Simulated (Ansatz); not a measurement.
Diatomic BCl+, multiplicity 2 (lowest of 2S+1 = 2, 4 at CCSD(T)/def2-TZVPP on PBE0 minima; our sources give no spin for the ground state, which may be another).

Constants: fifth-degree fit in 1/R to seven points, most abundant isotopes. Runs in def2 and cc sets follow the lowest solution found near the PBE0 minimum.

Correlated levels freeze the cores.

Run with Ansatz (a program for electronic structure) with Gaussian orbitals. Each number belongs to the level named beside it.

Energies at CCSD/def2-TZVPP:

```
R (Å)       E (hartree)
--------  -------------
1.484608  -484.06402876
1.524516  -484.07143009
1.561233  -484.07508258
1.602738  -484.07623362
1.644243  -484.07482962
1.692133  -484.07072630
1.748006  -484.06343767
```

Problem. With a reduced mass of 8.3732 u, find the minimum, the force constant and the constants.

Solution. A fifth-degree polynomial in 1/R puts the minimum at r_e = 1.5991 Å with force constant 657 N/m. Then ω_e = (1/2πc)√(k/μ) = 1154 cm⁻¹ and B_e = h/(8π²cμr_e²) = 0.7873 cm⁻¹; the cubic and quartic terms give α_e = 0.0061 and ω_e x_e = 6.8 cm⁻¹.
